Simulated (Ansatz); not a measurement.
Reaction (ligand exchange at a Ga–O bond): `[GaH2][O][SbH2]` + NH₃ → `[NH2][GaH2]` + `[OH][SbH2]`

Isolated molecules relaxed with PBE0-D4/def2-TZVP in Ansatz; ΔE leaves out vibrations. CCSD(T)/CBS adds triple-zeta CCSD(T) − MP2 to the extrapolated MP2 energy (def2 sets, frozen cores). This one scheme is used for every species. Functionals use def2-TZVPP. B3LYP here is the variant with VWN-RPA as its local correlation; programs differ in this. HSE06 is defined as in plane-wave codes. def2 core potentials past Kr. For Ga, Sb outer-core shells are correlated without core-valence functions, which leaves a few kJ/mol of doubt a bond. Scalar relativity is left out up to krypton.

```json
{"level": "PBE-QIDH", "ΔE (kJ/mol)": "25.6"}
{"level": "BLYP", "ΔE (kJ/mol)": "22.7"}
{"level": "B3LYP", "ΔE (kJ/mol)": "22.9"}
{"level": "r2SCAN0", "ΔE (kJ/mol)": "23.3"}
{"level": "HSE06", "ΔE (kJ/mol)": "20.6"}
{"level": "HF/def2-QZVPP", "ΔE (kJ/mol)": "29.8"}
{"level": "SCS-MP2/def2-QZVPP", "ΔE (kJ/mol)": "28.5"}
{"level": "MP2/CBS(def2)", "ΔE (kJ/mol)": "26.6"}
```

Task: What does CCSD(T)/CBS give? (An estimate is asked.)

Result: Computed: +25.0 kJ/mol. The listed levels differ from it by 0.6, -2.3, -2.1, -1.7, -4.4, 4.8, 3.5, 1.6 kJ/mol.

Task: What do rigid-rotor, harmonic-oscillator terms from PBE0-D4/def2-TZVP frequencies (298.15 K, 1 bar) make of the CCSD(T)/CBS value? (An estimate is asked.)

Result: Ansatz gave: ΔZPE = +1.3 kJ/mol, ΔH = +23.7 kJ/mol, ΔS = 0 J/(mol·K), ΔG = +23.7 kJ/mol. Modes under 50 cm⁻¹ make the entropy rough.

Largest T1 diagnostic among the species: 0.016.

Leaving LDA and LC-ωPBE aside and taking each functional with its dispersion term where it has one, the values, not all of them listed here, spread over 8.5 kJ/mol, from PBE-D4 to BHLYP-D4. LDA lies −4.7 kJ/mol from PBE without D4. The D4 term adds +5.4 kJ/mol with B3LYP and +3.0 kJ/mol with PBE0; it sums over pairs of atoms, weighted by their polarisabilities, and B3LYP, whose exchange is more repulsive, gets the larger term. At CCSD(T), def2-SVP lies +8.4 kJ/mol from the extrapolated value and def2-TZVPP +3.1 kJ/mol.
